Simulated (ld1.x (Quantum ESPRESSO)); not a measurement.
Configuration tests for lanthanum (TM semilocal)

| Property | Result |
| --- | --- |
| Element | La |
| Generator | ld1.x (Quantum ESPRESSO) 7.5 |
| Type | norm-conserving Troullier–Martins (semilocal form) |
| Functional | PBEsol |
| Relativity | scalar-relativistic |
| Frozen core | [Kr] 4d10 5s2 |
| Valence charge | 9 |
| Reference configuration | 4f0 5p6 5d1 6s2 6p0 |
| Partial waves | 6s (bound): rc 3.00 bohr; 5d (bound): rc 3.25 bohr; 4f (bound, empty): rc 1.65 bohr; 5p (bound): rc 2.30 bohr |
| Local potential | the p channel |
| Core correction | none |

Energies are relative to the spin-unpolarised reference configuration 4f0 5p6 5d1 6s2 6p0; without spin polarisation the order of configurations can differ from experiment. Not all tests gave a result: 2 of 7 tests not solved or not reliable. Left out of the table: 4f0 5p6 5d1 6s1 6p1 (an occupied level unbound or not found, printed error -10.9 eV); 4f1 5p6 5d0 6s2 6p0 (all-electron atom not converged, printed error -57.8 eV).

(1) Give the all-electron excitation energy and the error of the potential for: 4f0 5p6 5d1 6s1 6p0; 4f0 5p6 5d1 6s0 6p0; 4f0 5p6 5d0 6s0 6p0; 4f1 5p6 5d1 6s0 6p0; 4f0 5p5 5d1 6s2 6p0.

Levels in the configuration 4f1 5p6 5d1 6s0 6p0:

```tsv
level	all-electron (eV)	pseudo (eV)
4f	-3.636	-3.877
5p	-23.951	-23.714
5d	-6.087	-6.034
```

## Answers

(1)

```
valence configuration  charge  ΔE all-electron (eV)  error AE − PS (meV)
  4f0 5p6 5d1 6s1 6p0      +1                 5.999                 +2.0
  4f0 5p6 5d1 6s0 6p0      +2                16.847                 +2.1
  4f0 5p6 5d0 6s0 6p0      +3                35.754                  +65
  4f1 5p6 5d1 6s0 6p0      +1                 6.895                 +156
  4f0 5p5 5d1 6s2 6p0      +1                26.982                  +88
```

These tests converged, but a pseudo level misses the all-electron one widely, so the file describes the atom poorly there or has found another state: 4f0 5p6 5d0 6s0 6p0: empty 6p by 11.0 eV. ld1.x printed “convergence not achieved” for 2 of the counted tests; their residual had stalled under 1e-8, short of the target of 1e-14.
